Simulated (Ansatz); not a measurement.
Consider the homolysis of the N–Si bond: `O=C=N[SiH2]F` → `[N]=C=O`• + `F[SiH2]`•.

Isolated molecules relaxed with PBE0-D4/def2-TZVP in Ansatz; ΔE leaves out vibrations. CCSD(T)/CBS adds triple-zeta CCSD(T) − MP2 to the extrapolated MP2 energy (def2 sets, frozen cores). This one scheme is used for every species. DFT in def2-TZVPP. No spin–orbit coupling; open shells (•) take unrestricted orbitals. Each species was taken in one conformer, which may not be the lowest.

```
       species  revPBE energy (Eh)
`O=C=N[SiH2]F`          -558.70975
    `[N]=C=O`•          -168.03560
    `F[SiH2]`•          -390.49372
```

Task: Work out ΔE.

Result: ΔE = (-168.03560) + (-390.49372) − (-558.70975) = 0.18043 Eh = +113.2 kcal/mol. CCSD(T)/CBS gives +128.0 kcal/mol.

Largest T1 diagnostic among the species: 0.026.

In def2-TZVPP, CCSD(T) changes the Hartree–Fock value by +21.8 kcal/mol (the triples alone add +1.8 kcal/mol) and MP2 by +34.8 kcal/mol; breaking electron pairs costs correlation energy, which Hartree–Fock lacks. From r2SCAN to r2SCAN0 (25 % exact exchange), in def2-TZVPP and without D4, ΔE moves by +1.2 kcal/mol. At CCSD(T), def2-SVP lies −7.2 kcal/mol from the extrapolated value and def2-TZVPP −4.0 kcal/mol: correlation converges slowly with the basis, and small sets miss more of it in the bonded molecule than in its fragments.
